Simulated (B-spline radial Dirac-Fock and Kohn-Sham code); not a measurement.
## Scattering functions of Ag¹⁹⁺

System: the Ag¹⁹⁺ ion in the configuration [Ar] 3d10.

The run's input, task.json:

```json
{"items": [{
  "Z": 47,
  "q": 19,
  "cfg": [[1, 0, 2], [2, 0, 2], [2, 1, 6], [3, 0, 2], [3, 1, 6], [3, 2, 10]],
  "A": 107,
  "rrms": 4.5454,
  "do": ["scatter"],
  "s": [0.0, 0.05, 0.1, 0.15, 0.2, 0.25, 0.3, 0.35, 0.4, 0.45, 0.5, 0.6, 0.7, 0.8, 0.9, 1.0, 1.1, 1.2, 1.4, 1.6, 1.8, 2.0, 2.5, 3.0, 3.5, 4.0, 5.0, 6.0],
  "pz": [0, 0.1, 0.15, 0.21, 0.31, 0.46, 0.67, 0.97, 1.4, 2.1, 3.0, 4.4, 6.5, 9.4, 14.0, 20.0, 29.0, 43.0, 63.0, 92.0, 130.0],
  "hv_scatter": [1000, 2000, 10000, 17479.3, 30000, 100000, 500000, 1000000]
}]}
```

Launch: `python xray_run.py task.json out`

Model: relativistic Hartree-Fock (Dirac-Fock) wave functions, averaged over the configuration. Program: a radial finite-basis atomic code. f₀ is the Fourier transform of the spherical electron density, S the Waller-Hartree incoherent function, and s = sin θ/λ.

```
s (Å⁻¹)      f₀       S
      0  28.000   0.000
   0.05  27.951   0.042
    0.1  27.804   0.166
   0.15  27.561   0.370
    0.2  27.227   0.650
   0.25  26.805   1.001
    0.3  26.303   1.417
   0.35  25.726   1.890
    0.4  25.083   2.412
   0.45  24.382   2.975
    0.5  23.632   3.571
    0.6  22.022   4.833
    0.7  20.324   6.138
    0.8  18.606   7.443
    0.9  16.926   8.711
      1  15.329   9.920
    1.1  13.851  11.058
    1.2  12.512  12.119
    1.4  10.284  14.010
    1.6   8.629  15.619
    1.8   7.449  16.987
      2   6.619  18.158
    2.5   5.380  20.447
      3   4.564  22.114
    3.5   3.834  23.360
      4   3.173  24.289
      5   2.184  25.484
      6   1.627  26.160
```

f₀ starts at the number of electrons, 28, and has fallen to half at s ≈ 1.09 Å⁻¹. The sum of ⟨r²⟩ over the electrons is 2.675 bohr².

Values without a named source are computed, but for edge energies of neutral atoms, which are taken from tables.
